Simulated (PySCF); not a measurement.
## Telling isomers of C$_{6}$H$_{5}$FO$_{2}$ apart by NMR

Relativity neglected, gas phase, one averaged value for each set of equivalent atoms, one computed conformer. GFN2-xTB geometry; GIAO PBE0/pcSseg-1 shieldings; PySCF 2.14.0 with density-fitted response routines.

Referencing at the same level of theory: TMS for 1H, 13C. Splittings of carbon signals by F and P are missing where no couplings were computed. Where no couplings were computed, multiplicities follow the n + 1 count of equivalent neighbours, and m marks all less simple cases (inequivalent or close neighbours, rings, F or P nearby). Shifts are as computed. Against solution values, carbons near 30 ppm lie about +3 ppm off and those near 130 ppm about +5 ppm. Of 1211 compounds with measured shifts, 218 miss one by over three times the rms of a fit or turn the order of signals round; such compounds aren't used in these exercises.

(1) Tabulate the signals of `O=C1C=C(CF)C(=O)C1`, `C[C@H]1C(=O)C=C(F)C1=O`, `Cc1ccc(C(=O)F)o1`, `Cc1ccoc1C(=O)F` and their relative energies.

(2) What is the quickest way to tell O=C1C=C(CF)C(=O)C1 from C[C@H]1C(=O)C=C(F)C1=O?

(3) What is the quickest way to tell O=C1C=C(CF)C(=O)C1 from Cc1ccoc1C(=O)F?

(4) What is the quickest way to tell Cc1ccc(C(=O)F)o1 from Cc1ccoc1C(=O)F?

Answers

(1) 
| SMILES | carbon types | δC | δH | E rel. (kcal/mol) |
| --- | --- | --- | --- | --- |
| O=C1C=C(CF)C(=O)C1 | 3×C 1×CH 2×CH2 | 206.6, 203.1, 169.6, 150.0, 83.2, 45.3 | 7.29 (m, 1H), 5.79 (m, 2H), 2.81 (s, 2H) | 14.0 |
| C[C@H]1C(=O)C=C(F)C1=O | 3×C 2×CH 1×CH3 | 203.6, 203.3, 184.1, 133.3, 50.8, 15.3 | 6.70 (m, 1H), 2.62 (m, 1H), 1.31 (d, 3H) | 15.5 |
| Cc1ccc(C(=O)F)o1 | 3×C 2×CH 1×CH3 | 168.0, 155.5, 144.6, 134.6, 116.7, 17.0 | 7.60 (m, 1H), 6.49 (m, 1H), 2.58 (s, 3H) | 0.0 |
| Cc1ccoc1C(=O)F | 3×C 2×CH 1×CH3 | 157.6, 153.2, 150.1, 141.5, 122.3, 14.1 | 7.62 (m, 1H), 6.73 (m, 1H), 2.74 (s, 3H) | 2.0 |

Energies are electronic energies at PBE0/pcSseg-1 on these geometries, without zero-point or thermal terms, each for the one conformer computed, which needn't be the lowest.

(2) Both give the same number of carbon signals, but DEPT or the intensities differ. The first has an allylic sp3 CH2 bonded to F at 83.2 ppm, the second an sp3 CH α to a carbonyl at 50.8 ppm. Their most deshielded carbons lie at 206.6 and 203.6 ppm. In the proton spectra the most deshielded non-exchanging signals are 7.29 (m, 1H) and 6.70 (m, 1H).

(3) Both give the same number of carbon signals, but DEPT or the intensities differ. The first has an allylic sp3 CH2 bonded to F at 83.2 ppm, the second a methyl carbon on an aromatic ring (CH3) at 14.1 ppm. Their most deshielded carbons lie at 206.6 and 157.6 ppm.

(4) Both give the same number of carbon signals, with the same numbers of each carbon type, so the positions decide. The first has an aromatic CH at 134.6 ppm, the second an aromatic CH next to the ring oxygen at 153.2 ppm. Their most deshielded carbons lie at 168.0 and 157.6 ppm.
